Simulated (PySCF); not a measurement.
Species: CH2GeN (charge -1).
SMILES with atom numbers: `[N:1]#[C:2][GeH2-:3]` (hydrogens: H4, H5 on Ge3)

Geometry (GFN2-xTB, Å), atoms numbered from 1 in this order:
```xyz
5
CH2GeN angstrom
N      2.1578   -0.2460   -0.2027
C      1.0306   -0.1345    0.0407
Ge    -0.7894    0.0030    0.7915
H     -1.0508    1.3464   -0.1828
H     -1.3397   -0.9661   -0.4639
```

PySCF closed-shell single points with density fitting, gas phase. The input was altered on purpose; the results of an altered input aren't properties of the species above.

Q: What comes out at PBE0/def2-SVPD with: at most 96 cycles, charge set to +1?

A: E = -2169.8580 Eh; HOMO -15.47 eV, LUMO -13.04 eV (gap 2.43 eV), in 13 cycles. The system has 46 electrons in place of 48.

The SCF part of the output:
```
final grid: 45984 points
cycle   1  E = -2169.7262733959  dE = -3.246e-02  |g| = 6.531e-01  |ddm| = 2.696e+00
cycle   2  E = -2167.6681857734  dE =  2.058e+00  |g| = 2.261e+00  |ddm| = 3.297e+00
cycle   3  E = -2169.7748672560  dE = -2.107e+00  |g| = 5.655e-01  |ddm| = 2.790e+00
cycle   4  E = -2169.8466922392  dE = -7.182e-02  |g| = 1.465e-01  |ddm| = 4.189e-01
cycle   5  E = -2169.8434049052  dE =  3.287e-03  |g| = 1.927e-01  |ddm| = 5.087e-01
cycle   6  E = -2169.8577082144  dE = -1.430e-02  |g| = 3.056e-02  |ddm| = 2.336e-01
cycle   7  E = -2169.8579657424  dE = -2.575e-04  |g| = 8.041e-03  |ddm| = 3.539e-02
cycle   8  E = -2169.8579884813  dE = -2.274e-05  |g| = 2.962e-03  |ddm| = 1.348e-02
cycle   9  E = -2169.8579924277  dE = -3.946e-06  |g| = 4.820e-04  |ddm| = 5.449e-03
cycle  10  E = -2169.8579925876  dE = -1.599e-07  |g| = 1.867e-04  |ddm| = 1.564e-03
cycle  11  E = -2169.8579926135  dE = -2.588e-08  |g| = 4.094e-05  |ddm| = 6.955e-04
cycle  12  E = -2169.8579926145  dE = -1.028e-09  |g| = 1.560e-05  |ddm| = 1.075e-04
cycle  13  E = -2169.8579926147  dE = -1.532e-10  |g| = 2.412e-06  |ddm| = 5.994e-05
converged SCF energy = -2169.8579926147
```
